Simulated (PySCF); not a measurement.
# Electron affinity of Ir by level of theory

Ir⁻ [Xe] 4f14 5d8 6s2 [5d3/2^4 5d5/2^4, M_J = 4] → Ir [Xe] 4f14 5d7 6s2 [5d3/2^4 5d5/2^3, M_J = 9/2], as a difference of total energies. All numbers are calculated (PySCF 2.14, the two-component X2C-1e Hamiltonian, in x2c-TZVPall-2c with one added diffuse shell each of s, p, d type (12s12p11d2f, 117 functions)). Correlated levels: [Kr] 4d10 4f14 frozen; the 34 highest virtual spinors dropped. "Screened" scales the spin-orbit matrix elements by Boettger's factors to mimic the two-electron term; Breit and QED terms are absent.

```csv
method,electron affinity (eV),error (eV)
GHF (spin-free),0.092,-1.472
GMP2 (spin-free),1.243,-0.321
GHF (screened spin-orbit),-0.113,-1.677
GMP2 (screened spin-orbit),1.000,-0.564
```

Reference: 1.564 eV (measured; photodetachment measurements, as compiled on the Wikipedia data page of electron affinities).

The spin-free rows relax to the high-spin LS determinant and lack the spin-orbit shift.

Errors of the correlated levels include the incompleteness of this basis and the frozen core.

The labels give the starting determinants; with spin-orbit coupling the two ends relaxed to ⟨J²⟩ = 20.11, ⟨L²⟩ = 12.37, ⟨S²⟩ = 2.21 and ⟨J²⟩ = 24.77, ⟨L²⟩ = 13.03, ⟨S²⟩ = 3.60.

A negative affinity means that the anion lies above the atom at that level of theory.
